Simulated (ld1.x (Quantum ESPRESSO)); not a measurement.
## What one change does to a pseudopotential (Ga (Z = 31), PAW)

gallium, PAW, made with ld1.x (Quantum ESPRESSO) 7.5 (LDA (PZ), scalar-relativistic). Core [Ar], reference 3d10 4s2 4p1. Waves: 4s (bound): rcut 1.60, rcutus 1.95 bohr; 4s channel at -0.15 Ry: rcut 1.60, rcutus 1.95 bohr; 4p (bound): rcut 2.25, rcutus 2.90 bohr; 4p channel at 3.35 Ry: rcut 2.25, rcutus 2.90 bohr; 3d (bound): rcut 0.80, rcutus 1.00 bohr; 3d channel at 1.75 Ry: rcut 0.80, rcutus 1.00 bohr. Local part: all-electron potential smoothed inside 1.35 bohr (lloc = -2). Core correction: Bessel-smoothed model core inside 0.55 bohr. Augmentation charge: BESSEL, radius 0.60 bohr.

All-electron outer shells of the reference configuration (LDA (PZ), scalar-relativistic, ld1.x):

| shell | level (eV) | outermost node (bohr) | outermost maximum (bohr) |
| --- | --- | --- | --- |
| 3s | -147.43 | 0.27 | 0.56 |
| 3p | -98.65 | 0.24 | 0.56 |
| 3d | -19.40 | – | 0.53 |
| 4s | -9.17 | 0.81 | 1.87 |
| 4p | -2.74 | 0.87 | 2.53 |

Change: local potential all-electron potential smoothed inside 0.80 bohr (lloc = -1).

Cutoffs: the cutoffs (Ry, on a coarse ladder) from which the occupation-weighted sum of valence levels, in a spherical-Bessel basis at the reference potential, stays within 10 and 1 mRy of its value at 400 Ry; they do not see the model core or the augmentation charge, which bear on the density cutoff. Errors are all-electron minus pseudo energies relative to the spin-unpolarised reference configuration.

Predict the effect on cutoff, ghosts and configuration errors.

The potential gets neither clearly harder nor softer (160 Ry and 260 Ry → 160 Ry and 260 Ry); a bound ghost appears in s, which as a rule spoils a file; the number of tests that count goes from 9 to 3 (the test run of the changed file stopped, so its transferability is not established); of the 3 tests that both files solve, the error grows in 3 and shrinks in 0 by more than 15 % and 0.3 meV (median size 18.3 → 47.2 meV); the range in which the p phases agree narrows (upper end at the end of the scan → 0.7). A state that the projectors do not describe sees the local part alone, so a deeper or shallower local part can create or remove a ghost.

| quantity | base | changed |
| --- | --- | --- |
| cutoff, loose | 160 Ry | 160 Ry |
| cutoff, tight | 260 Ry | 260 Ry |
| bound ghosts | none | s |
| tests counted (converged, no solver errors) | 9 of 9 | 3 of 9 (the test run stopped) |
| error for 3d10 4s2 4p0, meV [ΔE 5.89 eV] | +4.2 | +11 |
| error for 3d10 4s1 4p0, meV [ΔE 27.39 eV] | +18 | +47 |
| error for 3d10 4s0 4p0, meV [ΔE 58.99 eV] | +46 | +147 |
| s: phases at 3.15 bohr within 0.05 rad from the reference energy up to (Ry; the scan ends near 5) | to the end of the scan | to the end of the scan |
| p: phases at 3.15 bohr within 0.05 rad from the reference energy up to (Ry; the scan ends near 5) | to the end of the scan | 0.7 |
| d: phases at 3.15 bohr within 0.05 rad from the reference energy up to (Ry; the scan ends near 5) | to the end of the scan | to the end of the scan |
| lowest overlap eigenvalue by channel | s 0.39, p 0.89, d 1.00 | s 0.05, p 0.85, d 1.00 |

Changed file: These tests converged, but a pseudo level misses the all-electron one widely, so the file describes the atom poorly there or has found another state: 3d10 4s0 4p0: empty 4p by 3.8 eV. A true bound ghost makes a file unfit for plane-wave use even where its test errors are small: the radial tests pick states by their node count and pass the ghost by.
